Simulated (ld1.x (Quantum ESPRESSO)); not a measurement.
Os (Z = 76), TM: configuration errors across variants

osmium (Os), norm-conserving Troullier–Martins (Kleinman–Bylander form), made with ld1.x (Quantum ESPRESSO) 7.5 (PBEsol, non-relativistic). Core [Xe] 4f14, reference 5d6 6s2 6p0. Waves: 6s (bound): rc 2.20 bohr; 6p (bound, empty): rc 3.40 bohr; 5f channel at 0.3 Ry: rc 2.75 bohr; 5d (bound): rc 2.15 bohr. Local part: the d channel. Core correction: none.

All-electron excitation energies from the reference (eV): (1) 5d6 6s1 6p0 8.116; (2) 5d6 6s0 6p0 22.833; (3) 5d5 6s0 6p0 52.523; (4) 5d6.5 6s1.5 6p0 -1.264; (5) 5d6 6s0 6p2 7.561.

Tests that are not counted but printed errors over 1 eV. “base”: 5d5 6s2 6p1 (an occupied level unbound or not found, printed error -2.6 eV); 5d6 6s0 6p1 (solver errors, printed error -1.8 eV). “all radii scaled by about 0.83 (s 1.82, p 2.80, d 1.78, f 2.28 bohr)”: 5d5 6s2 6p1 (an occupied level unbound or not found, printed error -2.6 eV); 5d6 6s0 6p1 (solver errors, printed error -2.4 eV). “all radii scaled by about 1.15 (s 2.54, p 3.92, d 2.48, f 3.18 bohr)”: 5d6 6s0 6p2 (solver errors, printed error -9.6 eV); 5d6 6s0 6p1 (solver errors, printed error -2.7 eV); 1 more. “all radii scaled by about 1.37 (s 3.02, p 4.66, d 2.94, f 3.76 bohr)”: 5d5 6s2 6p1 (an occupied level unbound or not found, printed error -2.6 eV).

A true bound ghost makes a file unfit for plane-wave use even where its test errors are small: the radial tests pick states by their node count and pass the ghost by. Where a test does run into it, the solver fails or the error is huge.

Errors AE − PS in meV (a dash: test not solved or not reliable):

| change | (1) | (2) | (3) | (4) | (5) | bound ghosts |
| --- | --- | --- | --- | --- | --- | --- |
| base | -0.4 | +17 | +35 | -9.6 | -0.5 | s, p |
| all radii scaled by about 0.77 (s 1.70, p 2.64, d 1.66, f 2.12 bohr) | +22 | +263 | +180 | +6.5 | +214 | s, p |
| all radii scaled by about 0.83 (s 1.82, p 2.80, d 1.78, f 2.28 bohr) | +18 | +177 | +112 | +2.6 | +135 | s, p |
| all radii scaled by about 1.15 (s 2.54, p 3.92, d 2.48, f 3.18 bohr) | -1.3 | +11 | +47 | -12 | – | f, s, p |
| all radii scaled by about 1.37 (s 3.02, p 4.66, d 2.94, f 3.76 bohr) | -1.2 | +10 | -3.5 | -7.4 | +105 | s |

(1) Give the same row for: all radii scaled by about 0.91 (s 2.02, p 3.10, d 1.96, f 2.52 bohr).

Answers

(1) +4.9, +42, +20, -4.7, +13; bound ghosts: s, p. Not counted: 5d5 6s2 6p1 (an occupied level unbound or not found, printed error -2.6 eV); 5d6 6s0 6p1 (solver errors, printed error -1.9 eV).
